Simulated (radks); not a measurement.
Spherical jellium clusters: N electrons in a uniform positive sphere of charge N and radius rs N^(1/3), rs = 4.48 bohr. Calculated with a radial shooting solver with Libxc functionals: non-relativistic Kohn-Sham, PBEsol, spin-polarised, spherical densities. Levels are named by radial order and angular momentum (1s, 1p, 1d, 2s, ...), and open shells are averaged over m.

N = 9, configuration 1s2 1p6 1d(up 1, down 0). This is the lowest configuration that the search found. Occupied levels:

level    occupation  eigenvalue (eV)  <r> (bohr)
1s up             1          -4.0739       6.231
1s down           1          -4.0098       6.030
1p up             3          -3.1663       7.398
1p down           3          -3.0405       7.281
1d up             1          -2.0291       8.408

Energy (eV): total -15.9609, kinetic 12.668, external -279.29, Hartree 137.85, exchange-correlation -29.097, background 141.91.
